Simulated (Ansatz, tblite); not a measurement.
Forces on the cluster Se₃⁻ at its PBE0-D4/def2-TZVPD geometry. Total charge -1; doublet.

The xTB rows come from tblite. At PBE-D4/def2-TZVPD the highest occupied level of the charge -1 doublet lies above zero (up to 0.26 eV). The electron is either unbound and held by the finite basis, or the level is raised by self-interaction error. Another isomer (doublet) lies 0.74 eV lower at PBE0-D4/def2-TZVPD; other spin states weren't run for this one.

GFN1-xTB (tblite), largest force 0.39 eV/Å:

```xyz
3
positions Å, forces eV/Å
Se   -0.164   -0.461    1.563   -0.049   -0.068    0.381
Se   -0.211    1.153   -0.126   -0.031    0.180   -0.030
Se    0.375   -0.692   -1.437    0.080   -0.112   -0.351
```

GFN2-xTB (tblite), largest force 1.17 eV/Å:

```
Se -0.200 0.609 0.471
Se 0.211 -1.144 0.118
Se -0.011 0.535 -0.589
```

PBE-D4/def2-TZVPD (Ansatz), largest force 0.53 eV/Å:

```
Se -0.012 -0.239 0.365
Se -0.093 0.517 -0.066
Se 0.105 -0.278 -0.298
```
